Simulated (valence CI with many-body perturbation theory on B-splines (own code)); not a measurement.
# Fe XII: key properties

Method: relativistic CI+MBPT: five valence electrons over a frozen Dirac-Fock core [Ne], a basis of 9 s, 9 p, 8 d, 6 f, 3 g, 1 h functions for each j, with the one-electron correlation potential Σ1 (screened to all orders), the two-electron term Σ2, the three-electron term Σ3, Breit, model QED; selected single and double excitations, second order for the rest, scaled by the run's own slope (own B-spline code, finite nucleus).

No measured spectrum was set against this ion. As an estimate, levels of excited configurations hold to 0.05 to 0.15 % of their energy, terms of the ground configuration to about 0.5 %. Among the levels kept, up to 650 cm⁻¹ of a level comes from second order outside the variational space, and about a tenth of that is noise between levels of different J, which matters for small intervals.

Rates and lifetimes use the calculated energies. Strong lines usually hold to 10 to 20 %, long lifetimes can be off by a factor of two.

What is the ground level?

3s2 3p3 4S°_3/2, composition 94 % 3s2 3p3 4S° + 2 % 3s2 3p3 2P° + 2 % 3s 3p3 3d 4S°, g = 1.982.

How well does LS coupling describe the low levels?

Among the lowest 20 levels the leading LS term, summed over configurations, holds 90 % on average. For single configurations the figures are 80 % in LS and 58 % in jj coupling. Terms mix most in the J = 7/2 level at 447090 cm⁻¹, where the leading one holds 53 %.

Among levels below 653380 cm⁻¹, which E1 lines absorb most strongly from the ground level?

to 3s2 3p2 3d 4P_5/2 at 19.50 nm, f = 0.714; to 3s2 3p2 3d 4P_3/2 at 19.34 nm, f = 0.478; to 3s2 3p2 3d 4P_1/2 at 19.23 nm, f = 0.231.

What is the ionisation energy?

327.31 eV; NIST lists 330.8 ± 0.6 eV (semi-empirical).

Where does the other parity begin?

At 3s 3p4 4P_5/2, 274360 cm⁻¹.

Name the longest-lived excited levels whose lifetime is computed, and their main decay.

3s2 3p3 2D°_5/2 at 46349 cm⁻¹ lives 319 ms, mostly by M1 to 3s2 3p3 4S°_3/2; 3s2 3p3 2D°_3/2 at 41811 cm⁻¹ lives 18.3 ms, mostly by M1 to 3s2 3p3 4S°_3/2; 3s2 3p3 2P°_1/2 at 74454 cm⁻¹ lives 3.82 ms, mostly by M1 to 3s2 3p3 4S°_3/2. The lifetime of 3s2 3p2 3d 4F_9/2 is too uncertain to give, and may be longer. The lifetime of 3s2 3p2 3d 2G_9/2 is too uncertain to give, and may be longer.

What are the static dipole polarisabilities of the lowest levels?

3s2 3p3 4S°_3/2 0.373; 3s2 3p3 2D°_3/2 0.368 (tensor 0.023); 3s2 3p3 2D°_5/2 0.370; 3s2 3p3 2P°_1/2 0.363 bohr³, of which the core gives 0.00562.
